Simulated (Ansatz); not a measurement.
`FCBr` and `BrCBr` differ in one atom or group.

Ansatz, PBE0-D4/def2-TZVP geometries, multiplicity 1. 

Scalar relativity is left out up to krypton.

```json
{"property": "zero-point energy (PBE0-D4/def2-TZVP) / kJ/mol", "`FCBr`": "80.2"}
{"property": "HOMO energy (PBE/def2-TZVPP) / eV", "`FCBr`": "-6.94"}
{"property": "LUMO energy (ωB97M-V/def2-TZVPP) / eV", "`FCBr`": "1.89"}
{"property": "LUMO energy (B3LYP/def2-TZVPP) / eV", "`FCBr`": "-0.47"}
{"property": "HOMO–LUMO gap (B3LYP/def2-TZVPP) / eV", "`FCBr`": "7.56"}
{"property": "HOMO–LUMO gap (ωB97M-V/def2-TZVPP) / eV", "`FCBr`": "12.45"}
```

**Question.** What does the change do to each property? (Best estimate.)

**Answer.** Computed: 
```tsv
property	`BrCBr`	shift
zero-point energy (PBE0-D4/def2-TZVP) / kJ/mol	74.3	-5.9
HOMO energy (PBE/def2-TZVPP) / eV	-6.91	0.03
LUMO energy (ωB97M-V/def2-TZVPP) / eV	1.13	-0.76
LUMO energy (B3LYP/def2-TZVPP) / eV	-1.22	-0.75
HOMO–LUMO gap (B3LYP/def2-TZVPP) / eV	6.68	-0.88
HOMO–LUMO gap (ωB97M-V/def2-TZVPP) / eV	11.49	-0.96
```

With PBE0 the HOMO rises by 0.11 eV and the LUMO falls by 0.79 eV, so the gap narrows by about 0.90 eV. PBE moves the HOMO by 0.03 eV and ωB97M-V by 0.20 eV.

B3LYP here is the variant with VWN-RPA as its local correlation; programs differ in this.

Spin–orbit coupling is left out; it splits and shifts lone-pair levels of the heavy atoms by tenths of an eV.
